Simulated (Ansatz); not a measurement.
Al₂Cu₃⁺, relaxed as a singlet with RKS r2SCAN-D4/def2-SVP in Ansatz, starting from the GFN1-xTB geometry. Force threshold 0.02 eV/Å.

The restricted singlet is unstable towards broken spin symmetry in Hartree–Fock (as tested in another run); at r2SCAN-D4/def2-SVP this wasn't settled. The relaxation made no stability test and no search for a lower SCF solution. No other spin state of charge 1 was run. Another isomer (singlet) lies 1.76 eV lower at PBE0-D4/def2-TZVP; other spin states weren't run for this one.

Start:

```csv
atom,x (Å),y (Å),z (Å)
Al1,1.6528,-1.4234,2.1555
Al2,0.3782,0.8887,1.2208
Cu3,-1.1971,-0.1659,-2.1572
Cu4,-0.0834,-1.0550,-0.2866
Cu5,-0.7504,1.7555,-0.9325
```

Estimate the energy that the relaxation releases and the steps that it takes.

16.1 kcal/mol, in 11 steps; 42 s on 4 threads of Arm Neoverse V1 on a shared host. No frequencies were taken in this run, so the end may be a saddle point.

Does the start keep its bonding?

Bonds lost: Al1–Al2 (atoms count from 1). Metal–metal contacts that move far: Al1–Cu4 3.02 to 2.50 Å.

Predict the relaxed structure.


```tsv
atom	x (Å)	y (Å)	z (Å)
Al1	1.433	-2.090	1.588
Al2	0.110	1.568	1.162
Cu3	-0.804	-0.525	-1.951
Cu4	0.202	-0.488	0.124
Cu5	-0.941	1.536	-0.923
```
Bond lengths (bridged metal pairs left out): 3 × Cu–Cu 2.31 to 2.55 Å; 3 × Al–Cu 2.30 to 2.50 Å.
